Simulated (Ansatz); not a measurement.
`NC1(F)C=C[SiH2]1`, relaxed with RKS PBE-D4/def2-SVP in the Gaussian-basis code of Ansatz from a rough embedded geometry. The force threshold is 0.03 eV/Å; the program also tests the step.

The species carries charge 0 and has multiplicity 1.

Start:

```xyz
12

N    -1.510   -0.478   -0.901
C    -0.298    0.318   -0.517
F    -0.286    1.438   -1.251
C     0.979   -0.588   -0.596
C     1.405   -0.466    0.743
Si    0.080    0.663    1.330
H    -1.425   -0.828   -1.830
H    -2.300    0.076   -0.837
H     1.368   -1.217   -1.371
H     2.255   -0.945    1.248
H     0.576    2.000    1.676
H    -0.842    0.027    2.306
```

```
step  energy (eV)  largest force (eV/Å)  largest move (Å)
   1  -15270.7213                 4.126             0.000
   2  -15271.3189                 1.918             0.131
   3  -15271.4230                 0.514             0.089
   4  -15271.4352                 0.185             0.034
   5  -15271.4383                 0.103             0.018
   6  -15271.4393                 0.038             0.012
   7  -15271.4396                 0.016             0.008
```

End:

```xyz
12

N    -1.482   -0.471   -0.874
C    -0.325    0.265   -0.540
F    -0.125    1.398   -1.390
C     0.953   -0.563   -0.505
C     1.441   -0.526    0.763
Si    0.063    0.611    1.343
H    -1.447   -0.825   -1.840
H    -2.339    0.081   -0.764
H     1.374   -1.076   -1.393
H     2.340   -1.037    1.137
H     0.449    2.027    1.675
H    -0.903    0.114    2.389
```

Run time 12 s (4 threads of a server CPU on a shared host); peak host memory 0.17 GiB.
